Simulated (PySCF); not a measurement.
C2H8Ge2.
Structure used (PBE0-D3(BJ)/def2-SVP), in Å, numbered top down from 1:
```
atom  x, y, z in Å
C1     1.654   -1.234    0.316
C2     1.700    0.022    0.767
Ge3    0.233    1.290    0.624
Ge4   -1.680    0.268   -0.453
H5     2.507   -1.914    0.417
H6     0.766   -1.651   -0.174
H7     2.622    0.374    1.248
H8     0.690    2.522   -0.186
H9    -0.160    1.792    2.030
H10   -1.312   -0.217   -1.868
H11   -2.825    1.291   -0.573
H12   -2.191   -0.941    0.353
```

Theory: PySCF, PBE0-D3(BJ)/def2-SVP geometry optimisation, gas phase.

Take the most abundant isotopes and a rigid rotor. The values belong to one conformer with, in the numbering `[CH2:1]=[CH:2][GeH2:3][GeH3:4]`, C1–C2–Ge3–Ge4 1°.

Q: What are A, B and C (GHz)?

A: Ia = 123.51, Ib = 333.00, Ic = 444.01 u·Å²; 505379 MHz·u·Å²/I gives 4092, 1518 and 1138 MHz, that is A = 4.0919, B = 1.5177, C = 1.1382 GHz.

Q: Classify the top.

A: An asymmetric top: κ = (2 × 1518 − 4092 − 1138)/(4092 − 1138) = -0.74.

Q: What does the inertial defect say?

A: Not planar: Δ = Ic − Ia − Ib = -12.49 u·Å². For a rigid frame Δ = −2 Σ m c², so Σ m c² = 6.25 u·Å² lies off the ab plane, practically all of it from hydrogen. The atom farthest from that plane is 1.26 Å away.

Q: Give the other two planar moments, Paa and Pbb, and the rms extents of the mass along the axes.

A: Paa = Σ m a² = (Ib + Ic − Ia)/2 = 326.75 and Pbb = Σ m b² = (Ia + Ic − Ib)/2 = 117.26 u·Å². With the mass M = 179.90 u, the rms extents √(P/M) along a, b and c are 1.35, 0.81, 0.19 Å.

Q: List the rotational levels J(Ka,Kc) to J = 3 (K).

A: Above 0(0,0), as E/k:
J = 1: 1(0,1) 0.127, 1(1,1) 0.251, 1(1,0) 0.269
J = 2: 2(0,2) 0.381, 2(1,2) 0.488, 2(1,1) 0.542, 2(2,1) 0.913, 2(2,0) 0.915
J = 3: 3(0,3) 0.756, 3(1,3) 0.842, 3(1,2) 0.951, 3(2,2) 1.295, 3(2,1) 1.305, 3(3,1) 1.960, 3(3,0) 1.960
The levels of one J sum to (2J + 1)J(J + 1)(A + B + C)/3.

Q: Which types of transition are allowed, and where do some lines up to J = 4 fall?

A: The dipole components are |μa| = 0.54 D, |μb| = 0.42 D, |μc| = 0.00 D; the mirror of this Cs structure is the ab plane, so μc vanishes by symmetry (the 0.01 D computed is a residue) and there are no c-type lines. The squared components, which scale the intensities, stand as 1.00 : 0.62 (a : b). Some lines, for components of 0.1 D or more:

```csv
type,branch,"J(Ka,Kc)",MHz,lower level (cm⁻¹)
a,Q,"3(1,2) ← 3(1,3)",2274,0.585
a,R,"1(0,1) ← 0(0,0)",2656,0.000
b,Q,"1(1,0) ← 1(0,1)",2954,0.089
a,R,"2(1,2) ← 1(1,1)",4932,0.174
b,R,"1(1,1) ← 0(0,0)",5230,0.000
b,Q,"4(2,2) ← 4(1,3)",7035,1.038
a,R,"3(0,3) ← 2(0,2)",7815,0.264
b,R,"4(0,4) ← 3(1,3)",8462,0.585
b,R,"4(1,4) ← 3(0,3)",11588,0.525
b,R,"2(2,0) ← 1(1,1)",13832,0.174
b,Q,"3(3,1) ← 3(2,2)",13843,0.900
b,R,"4(2,3) ← 3(1,2)",17772,0.661
b,Q,"4(4,0) ← 4(3,1)",19267,1.719
b,R,"3(3,1) ← 2(2,0)",21772,0.636
b,R,"3(3,0) ← 2(2,1)",21813,0.635
b,R,"4(3,2) ← 3(2,1)",24345,0.907
```

Q: Estimate the classical rotational partition function at 10 K, 50 K and 500 K.

A: Point group Cs, symmetry number σ = 1; q = (√π/σ)·√((kT/h)³/(ABC)), k/h = 20836.6 MHz/K: 2010 at 10 K, 22400 at 50 K, 709000 at 500 K.

No frequency check. Constants of a rigid frame at the computed geometry: no zero-point averaging, no centrifugal distortion. A rigid rotor knows nothing of internal rotation, which can split or shift real lines.

Hardware: Arm Neoverse V2, one thread, shared host with 96 logical CPUs at a one-minute load of 57. Cost: 1.7 min of wall time, 0.53 GiB resident at most. That covers the optimisation of the geometry.
